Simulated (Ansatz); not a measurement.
System: C₂H₆BO (charge 0, doublet). It need not be the lowest isomer of its formula. 
Structure (B3LYP-D3(BJ)/def2-TZVP (Ansatz, an electronic-structure program) minimum search):
SMILES: C[B]OC
```xyz
10

B     -0.8636     0.1017    -0.5405
C     -1.3185    -1.0129     0.4648
O      0.3193     0.7035    -0.6195
C      1.4502     0.4430     0.2303
H     -1.2322    -0.6540     1.4977
H     -0.6740    -1.8958     0.3744
H     -2.3469    -1.3333     0.3080
H      1.6975     1.3616     0.7608
H      1.2393    -0.3505     0.9475
H      2.2896     0.1544    -0.4009
```
Charge 0, spin multiplicity 2.

Basis-set convergence of Hartree-Fock and MP2 correlation energies (hartree) with Ansatz. Valence correlation only, unless marked. UHF or UKS for open shells. Spin-orbit coupling is left out. Non-relativistic.

```tsv
basis	functions	E(HF)	E(corr, MP2)
cc-pVDZ	86	-178.76768	-0.53428
cc-pVTZ	204	[?]	[?]
```

Fill in the missing entries.


- cc-pVTZ, E(HF): -178.82457
- cc-pVTZ, E(corr, MP2): -0.66493
